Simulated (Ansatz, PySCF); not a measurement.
The PySCF input:
```python
from pyscf import gto, scf, dft

mol = gto.Mole()
mol.atom = '''
    Hg   -0.000000   -0.000000   -0.387345
    Cl    0.000000    0.000000    1.822799
'''
mol.basis = 'def2-tzvp'
mol.ecp = {'Hg': 'def2-tzvp'}
mol.charge = 1
mol.spin = 0
mol.verbose = 4
mol.build()

mf = dft.RKS(mol)
mf.xc = 'blyp'
mf.grids.atom_grid = (99, 590)
mf.grids.prune = None
mf.kernel()
```

Question: Give the equivalent Ansatz (a first-principles code) input.

Answer: One answer among several that fit: 
Ansatz 0.2 input:
```yaml
crystal:
  periodic: [false, false, false]
  atoms:
    - {symbol: Hg, position_ang: [-0.00000000, -0.00000000, -0.38734488]}
    - {symbol: Cl, position_ang: [0.00000000, 0.00000000, 1.82279944]}
basis:
  gaussian:
    orbitals: def2-TZVP
hamiltonian:
  xc: blyp
total_charge: 1
accuracy: high
```

Both were run: PySCF gave -613.345247 Eh and Ansatz -613.345247 Eh, 0.000 mEh apart.
